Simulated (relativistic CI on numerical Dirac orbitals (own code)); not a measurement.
**How well does a small relativistic CI reproduce Tc I?**

Method of calculation: Dirac-Coulomb-Breit CI, separate exchange-only KLI orbitals for each configuration, QED by a radiative potential, valence Slater integrals scaled by 0.85, P86 correlation energy added to each configuration (own radial code, finite nucleus).

Configurations in the expansion (outside the closed core [Kr]): 4d⁵5s², 4d⁶5s, 4d⁵5s5p, 4d⁶5p, 4d⁷, 4d⁶5d, 4d⁵5p², 4d⁶6s, 4d⁵5s5d, 4d⁶6p, 4d⁵5s6s, 4d⁵5s7s, 4d⁵5s6p, 4d⁵5s4f, 4d⁵5s7p, 4d⁵5s6d, 4d⁴5s²5p, 4d⁵5s8s, 4d⁵5d², 4d⁵5s5g, 4d⁵5s5f, 4d⁵5s8p, 4d⁵5s6f, 4d⁴5s²4f. Levels of other configurations are missing.

```
Configuration  Term (tabulated)     J  Measured (cm⁻¹)  Computed  Error  Purity (%)
       4d⁵5s²              a 6S   5/2              0.0         0      0          93
        4d⁶5s              a 6D   9/2           2572.9      2639     66          98
        4d⁶5s              a 6D   7/2           3250.9      3261     10          98
        4d⁶5s              a 6D   5/2           3700.5      3684    -16          98
        4d⁶5s              a 6D   3/2           4002.6      3969    -33          98
        4d⁶5s              a 6D   1/2           4178.8      4136    -43          98
        4d⁶5s              a 4D   7/2          10516.5     11709   1192          84
        4d⁶5s              a 4D   5/2          11063.1     12152   1089          72
        4d⁶5s              a 4D   3/2          11578.6     12666   1087          78
        4d⁶5s              a 4D   1/2          11890.7     12980   1089          81
      4d⁵5s5p             z 8P°   5/2          16428.7     10919  -5510          98
      4d⁵5s5p             z 8P°   7/2          16874.5     11339  -5535          98
      4d⁵5s5p             z 8P°   9/2          17522.9     11909  -5614          98
      4d⁵5s5p             z 6P°   7/2          23265.3     19827  -3439          80
      4d⁵5s5p             z 6P°   5/2          23455.2     19955  -3500          83
      4d⁵5s5p             z 6P°   3/2          23588.4     20059  -3530          85
        4d⁶5p             z 6D°   9/2          27369.8     24184  -3186          83
        4d⁶5p             z 6D°   7/2          27660.1     24459  -3201          81
        4d⁶5p             z 6D°   5/2          27940.7     24700  -3240          80
        4d⁶5p             z 6D°   3/2          28151.3     24884  -3267          80
        4d⁶5p             z 6D°   1/2          28296.7     25006  -3290          81
        4d⁶5p           z 6F° †  11/2          30067.3     26983  -3085          80
        4d⁶5p           z 6F° †   9/2          30133.3     27226  -2907          74
        4d⁶5p             z 6F°   7/2          30382.1     27404  -2978          73
        4d⁶5p             z 6F°   5/2          30528.9     27519  -3010          73
        4d⁶5p             z 6F°   3/2          30630.6     27593  -3037          74
        4d⁶5p             z 6F°   1/2          30689.1     27635  -3054          74
        4d⁶5p             z 4F°   9/2          31114.1     28967  -2147          82
        4d⁶5p             y 6P°   7/2          31414.0     28985  -2429          59
        4d⁶5p           z 4F° †   5/2          31605.0     29830  -1775          78
        4d⁶5p           z 4F° †   3/2          32253.7     30064  -2190          82
```

Measured levels from NIST Handbook of Basic Atomic Spectroscopic Data (Sansonetti and Martin, J. Phys. Chem. Ref. Data 34, 1559 (2005)); pairs were made by configuration, J and term (by order where the table uses no LS term), so strongly mixed levels may be paired wrongly.

Mean error by configuration (cm⁻¹): 4d⁶5s 493; 4d⁵5s5p -4521; 4d⁶5p -2985. Over the excited levels the mean absolute error is 2484 cm⁻¹ (30 of the 33 excited levels that our extract of the source holds in range could be paired, and the others can miss by more), and the median relative error of those above 1,000 cm⁻¹ is 9.9 %. † marks terms whose computed intervals miss the measured ones by more than a factor of 2.5, or configurations far off the rest, from wrong mixing, a near crossing or a doubtful label or measurement; they are left out of the means.
